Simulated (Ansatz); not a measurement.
Reactions of Cl$_{2}$H$_{2}$SSn (`[SH][SnH]([Cl])[Cl]`).

Isolated molecules relaxed with PBE0-D4/def2-TZVP in Ansatz; ΔE leaves out vibrations. CCSD(T)/CBS is the MP2 limit (def2-TZVPP, def2-QZVPP) plus CCSD(T) − MP2 in def2-TZVPP, frozen cores. This one scheme is used for every species, atoms too. Open shells (•) are unrestricted, without spin–orbit coupling. Elements past krypton have def2 core potentials. Bonds to Br, Sn are less sure, by a few kJ/mol each and by 10 to 20 or more in all where they break to atoms, as the def2 sets lack core-valence functions. Scalar relativity is left out up to krypton. Each species was taken in one conformer, which may not be the lowest.

Q: Order these by ΔE at CCSD(T)/CBS, lowest first. (An estimate is asked.)
A. `[SH][SnH]([Cl])[Cl]` + HCl → `[Cl][SnH]([Cl])[Cl]` + H₂S
B. `[SH][SnH]([Cl])[Cl]` + `FB(F)Cl` → `[F][SnH]([Cl])[Cl]` + `FB(S)Cl`
C. `[SH][SnH]([Cl])[Cl]` + H• → `[SH][Sn]([Cl])[Cl]`• + H₂
D. `[SH][SnH]([Cl])[Cl]` → HCl + `[SH][Sn][Cl]`
E. `[SH][SnH]([Cl])[Cl]` + HBr → `[Cl][SnH]([Cl])[Br]` + H₂S
F. `[SH][SnH]([Cl])[Cl]` + H–F → `[F][SnH]([SH])[Cl]` + HCl
G. `[SH][SnH]([Cl])[Cl]` → `[Cl][Sn][Cl]` + H₂S

A: C (-150.0 kJ/mol), E (-39.6 kJ/mol), A (-23.3 kJ/mol), G (+21.7 kJ/mol), F (+34.5 kJ/mol), D (+52.8 kJ/mol), B (+83.4 kJ/mol).

Largest T1 diagnostic: 0.016, for `[SH][Sn]([Cl])[Cl]`•.
